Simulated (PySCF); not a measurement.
Molfile (atoms numbered from 1):
```
C7H13OPSi
     RDKit          3D

 23 23  0  0  0  0  0  0  0  0999 V2000
    4.2257    0.0534   -0.8973 C   0  0  0  0  0  0  0  0  0  0  0  0
    2.7843    0.1402   -0.5277 C   0  0  0  0  0  0  0  0  0  0  0  0
    2.4240    1.1875    0.2358 O   0  0  0  0  0  0  0  0  0  0  0  0
    1.1154    1.1609    0.5068 C   0  0  0  0  0  0  0  0  0  0  0  0
    0.4043    0.1290   -0.0105 C   0  0  0  0  0  0  0  0  0  0  0  0
   -1.4468   -0.1742    0.2044 Si  0  0  0  0  0  4  0  0  0  0  0  0
   -1.6755   -1.7933    1.1858 C   0  0  0  0  0  0  0  0  0  0  0  0
   -2.2118   -0.3463   -1.5333 C   0  0  0  0  0  0  0  0  0  0  0  0
   -2.2261    1.2890    1.1445 C   0  0  0  0  0  0  0  0  0  0  0  0
    1.5035   -0.9250   -0.9416 P   0  0  0  0  0  0  0  0  0  0  0  0
    4.3905   -0.8172   -1.5259 H   0  0  0  0  0  0  0  0  0  0  0  0
    4.5361    0.9481   -1.4374 H   0  0  0  0  0  0  0  0  0  0  0  0
    4.8443   -0.0294   -0.0032 H   0  0  0  0  0  0  0  0  0  0  0  0
    0.7569    1.9724    1.1148 H   0  0  0  0  0  0  0  0  0  0  0  0
   -1.2655   -1.7117    2.1880 H   0  0  0  0  0  0  0  0  0  0  0  0
   -1.1699   -2.6173    0.6913 H   0  0  0  0  0  0  0  0  0  0  0  0
   -2.7250   -2.0547    1.2789 H   0  0  0  0  0  0  0  0  0  0  0  0
   -1.6913   -1.1076   -2.1069 H   0  0  0  0  0  0  0  0  0  0  0  0
   -2.1465    0.5839   -2.0899 H   0  0  0  0  0  0  0  0  0  0  0  0
   -3.2589   -0.6276   -1.4822 H   0  0  0  0  0  0  0  0  0  0  0  0
   -3.2963    1.1478    1.2568 H   0  0  0  0  0  0  0  0  0  0  0  0
   -1.8036    1.3925    2.1389 H   0  0  0  0  0  0  0  0  0  0  0  0
   -2.0726    2.2268    0.6199 H   0  0  0  0  0  0  0  0  0  0  0  0
  1  2  1  0
  2  3  1  0
  3  4  1  0
  4  5  2  0
  5  6  1  0
  6  7  1  0
  6  8  1  0
  6  9  1  0
  5 10  1  0
 10  2  2  0
  1 11  1  0
  1 12  1  0
  1 13  1  0
  4 14  1  0
  7 15  1  0
  7 16  1  0
  7 17  1  0
  8 18  1  0
  8 19  1  0
  8 20  1  0
  9 21  1  0
  9 22  1  0
  9 23  1  0
M  END
```

PySCF 2.14 calculation with shieldings: GIAO PBE0/pcSseg-1 and GFN2-xTB structure; relativity neglected, no solvent model, a single conformation, equivalent nuclei averaged.

Question: List the cross peaks expected in HSQC, COSY and HMBC spectra.

Answer: 

HSQC (one-bond C–H):
```
                                        δH              δC
                                7.81 (H14)      155.3 (C4)
                        2.84 (H11/H12/H13)       21.6 (C1)
0.27 (H15/H16/H17/H18/H19/H20/H21/H22/H23)  0.7 (C7/C8/C9)
```

HMBC (two and three bonds, from the bond graph):
```
                                        δH                          δC
                                7.81 (H14)      207.8 (C2), 143.5 (C5)
                        2.84 (H11/H12/H13)                  207.8 (C2)
0.27 (H15/H16/H17/H18/H19/H20/H21/H22/H23)  143.5 (C5), 0.7 (C7/C8/C9)
```

No COSY cross peaks are expected.

References, each an isolated molecule treated in the same way: TMS for ¹H (σref 31.72), ¹³C (σref 186.93).

Shifts are as computed. Against solution values, carbons near 30 ppm lie about +3 ppm off and those near 130 ppm about +5 ppm. Of 1211 compounds with measured shifts, 218 miss one by over three times the rms of a fit or turn the order of signals round; such compounds aren't used in these exercises.
